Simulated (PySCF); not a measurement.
Compound: C₄H₁₁NO₂Si.
SMILES with atom numbers: `[CH3:1]/[N:2]=[CH:3]/[SiH:4]([O:5][CH3:6])[O:7][CH3:8]` (hydrogens: H9, H10, H11 on C1; H12 on C3; H13 on Si4; H14, H15, H16 on C6; H17, H18, H19 on C8)

The same species was optimised twice, with GFN2-xTB and with PBE0-D3(BJ)/def2-SVP (PySCF), and the same property calculations (PySCF, gas phase) were run on both structures.

```json
{"coordinate": "Si4–O7 (Å)", "GFN2-xTB": "1.615", "PBE0-D3(BJ)/def2-SVP": "1.650", "change": "+0.035"}
{"coordinate": "Si4–O5 (Å)", "GFN2-xTB": "1.624", "PBE0-D3(BJ)/def2-SVP": "1.657", "change": "+0.033"}
{"coordinate": "N2=C3 (Å)", "GFN2-xTB": "1.260", "PBE0-D3(BJ)/def2-SVP": "1.272", "change": "+0.012"}
{"coordinate": "C3–Si4 (Å)", "GFN2-xTB": "1.886", "PBE0-D3(BJ)/def2-SVP": "1.876", "change": "-0.010"}
{"coordinate": "C1–N2 (Å)", "GFN2-xTB": "1.431", "PBE0-D3(BJ)/def2-SVP": "1.435", "change": "+0.004"}
{"coordinate": "O7–C8 (Å)", "GFN2-xTB": "1.398", "PBE0-D3(BJ)/def2-SVP": "1.401", "change": "+0.003"}
{"coordinate": "O5–C6 (Å)", "GFN2-xTB": "1.402", "PBE0-D3(BJ)/def2-SVP": "1.403", "change": "+0.001"}
{"coordinate": "N2–C3–Si4 (°)", "GFN2-xTB": "119.6", "PBE0-D3(BJ)/def2-SVP": "115.8", "change": "-3.8"}
{"coordinate": "C3–Si4–O7 (°)", "GFN2-xTB": "102.7", "PBE0-D3(BJ)/def2-SVP": "106.4", "change": "+3.7"}
{"coordinate": "Si4–O7–C8 (°)", "GFN2-xTB": "128.2", "PBE0-D3(BJ)/def2-SVP": "125.3", "change": "-2.9"}
{"coordinate": "Si4–O5–C6 (°)", "GFN2-xTB": "127.2", "PBE0-D3(BJ)/def2-SVP": "125.2", "change": "-2.0"}
{"coordinate": "C3–Si4–O5 (°)", "GFN2-xTB": "111.9", "PBE0-D3(BJ)/def2-SVP": "110.7", "change": "-1.2"}
{"coordinate": "C1–N2–C3 (°)", "GFN2-xTB": "120.4", "PBE0-D3(BJ)/def2-SVP": "119.5", "change": "-0.9"}
{"coordinate": "O5–Si4–O7 (°)", "GFN2-xTB": "108.0", "PBE0-D3(BJ)/def2-SVP": "108.0", "change": "0.0"}
{"coordinate": "N2–C3–Si4–O5 (°)", "GFN2-xTB": "50", "PBE0-D3(BJ)/def2-SVP": "57", "change": "+7"}
{"coordinate": "C3–Si4–O5–C6 (°)", "GFN2-xTB": "-54", "PBE0-D3(BJ)/def2-SVP": "-70", "change": "-16"}
{"coordinate": "C3–Si4–O7–C8 (°)", "GFN2-xTB": "-177", "PBE0-D3(BJ)/def2-SVP": "-179", "change": "-2"}
```

Rotational constants: A = 2463, B = 1034, C = 768.9 MHz (GFN2-xTB) against A = 2476, B = 1015, C = 754.9 MHz (PBE0-D3(BJ)/def2-SVP). Point groups within 0.08 Å: C1 and C1.

On the GFN2-xTB structure: HOMO (eV) -6.81 [PBE0/pcSseg-1]; LUMO (eV) -0.58 [PBE0/pcSseg-1]; dipole (D) 0.35 [PBE0/pcSseg-1]; GIAO shielding of C1 (ppm) 128.8 [PBE0/pcSseg-1]; GIAO shielding of N2 (ppm) -173.0 [PBE0/pcSseg-1]; GIAO shielding of C3 (ppm) 2.1 [PBE0/pcSseg-1]; GIAO shielding of Si4 (ppm) 402.5 [PBE0/pcSseg-1]; GIAO shielding of O5/O7 (mean) (ppm) 312.9 [PBE0/pcSseg-1]; GIAO shielding of C6/C8 (mean) (ppm) 134.7 [PBE0/pcSseg-1].

Question: What do these properties become on the PBE0-D3(BJ)/def2-SVP structure?

Answer: 
| property | level | on GFN2-xTB | on PBE0-D3(BJ)/def2-SVP | change |
| --- | --- | --- | --- | --- |
| HOMO (eV) | PBE0/pcSseg-1 | -6.81 | -7.05 | -0.24 |
| LUMO (eV) | PBE0/pcSseg-1 | -0.58 | -0.80 | -0.22 |
| dipole (D) | PBE0/pcSseg-1 | 0.35 | 0.57 | +0.22 |
| energy, GFN2-xTB geometry as zero (kcal/mol) | PBE0/pcSseg-1 | 0.0 | -1.6 | -1.6 |
| GIAO shielding of C1 (ppm) | PBE0/pcSseg-1 | 128.8 | 126.9 | -1.9 |
| GIAO shielding of N2 (ppm) | PBE0/pcSseg-1 | -173.0 | -181.3 | -8.3 |
| GIAO shielding of C3 (ppm) | PBE0/pcSseg-1 | 2.1 | 0.1 | -2.0 |
| GIAO shielding of Si4 (ppm) | PBE0/pcSseg-1 | 402.5 | 394.2 | -8.3 |
| GIAO shielding of O5/O7 (mean) (ppm) | PBE0/pcSseg-1 | 312.9 | 305.6 | -7.3 |
| GIAO shielding of C6/C8 (mean) (ppm) | PBE0/pcSseg-1 | 134.7 | 132.2 | -2.5 |

The heavy atoms differ by 0.115 Å rms after alignment. Among bonds between heavy atoms Si4–O7 changes most (+0.035 Å). Changes are differences of the printed values. Neither structure is proved a minimum here.

The values belong to the conformer `[CH3:1]/[N:2]=[CH:3]/[SiH:4]([O:5][CH3:6])[O:7][CH3:8]`: N2–C3–Si4–O5 57°, C3–Si4–O5–C6 -70°, C3–Si4–O7–C8 -179°.
